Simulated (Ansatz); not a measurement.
Consider the redistribution: `F[SiH](F)[O][GeH3]` + `O[SiH](O)[AlH2]` → `[AlH2][GeH3]` + `O[SiH](O)O[SiH](F)F`.

Computed with Ansatz on PBE0-D4/def2-TZVP structures; ΔE is electronic, products minus reactants. CBS: MP2 limit from def2 TZ/QZ plus the TZ coupled-cluster correction, frozen cores. This one scheme is used for every species. Functionals use def2-TZVPP. For Ge outer-core shells are correlated without core-valence functions, which leaves a few kJ/mol of doubt a bond. Scalar relativity is left out up to krypton. Each species was taken in one conformer, which may not be the lowest.

```tsv
level	ΔE (kJ/mol)
BLYP-D4	-141.9
MP2/def2-SVP	-145.9
```

Task: What does CCSD(T)/CBS give? (Best estimate.)

Result: The calculation gave: -153.8 kJ/mol. The listed levels differ from it by 11.9, 7.9 kJ/mol.

Largest T1 diagnostic among the species: 0.013.

From r2SCAN to r2SCAN0 (25 % exact exchange), in def2-TZVPP and without D4, ΔE moves by −5.4 kJ/mol. Leaving LDA and LC-ωPBE aside and taking each functional with its dispersion term where it has one, the values, not all of them listed here, spread over 23.5 kJ/mol, from r2SCAN0-D4 to revPBE-D4. LDA lies −15.0 kJ/mol from PBE without D4.
